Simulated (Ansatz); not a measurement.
Ansatz results at the PBE0-D4/def2-TZVP geometry: size of the dipole moment (PBE/def2-TZVPP) 2.23 D; zero-point energy (PBE0-D4/def2-TZVP) 133.6 kJ/mol; HOMO–LUMO gap (ωB97M-V/def2-TZVPP) 10.20 eV.

**Question.** Which molecule gave them?
A. `F[Si@H]1[GaH][C@@H]1[SiH3]`
B. `C=C[SiH](Cl)Br`
C. `ClC1(Br)C[SiH2]1`
D. `CBS[SiH2]C`

**Answer.** C. The others give `C=C[SiH](Cl)Br`: 2.11, 143.2, 11.53; `F[Si@H]1[GaH][C@@H]1[SiH3]`: 1.71, 154.2, 7.73; `CBS[SiH2]C`: 1.19, 276.8, 10.95.
